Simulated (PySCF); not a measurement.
Sn(Cl)(OH) (ClHOSn), SMILES [OH][Sn][Cl] (connectivity only; charge and spin as stated), neutral, multiplicity 1. Heavy atoms are numbered as in [Sn:1]([Cl:2])[OH:3]. Hydrogens are named by the atom that carries them.

Geometry optimised at PBE-D3(BJ)/def2-TZVP. The def2 effective core potentials stand for the cores of Sn; spin–orbit coupling is left out. Other conformers were not sampled.

The numbers are results of PySCF with PBE0/def2-TZVPD, not measurements.

Mulliken values depend strongly on the basis, most of all with diffuse functions as here. ESP charges are fitted to the potential on shells at 1.4 to 2.0 van der Waals radii. Atomic charges (e), one atom of each kind:

```tsv
atom	ESP fit	Mulliken
Sn1	…	0.87
Cl2	…	-0.48
O3 (OH)	…	-0.72
H on O3	…	0.33
```

Question: Fill in the missing entries. (The exact figures need the calculation; the answer reports its results.)

Answer: 
- Sn1, ESP fit: 0.53
- Cl2, ESP fit: -0.30
- O3 (OH), ESP fit: -0.58
- H on O3, ESP fit: 0.35
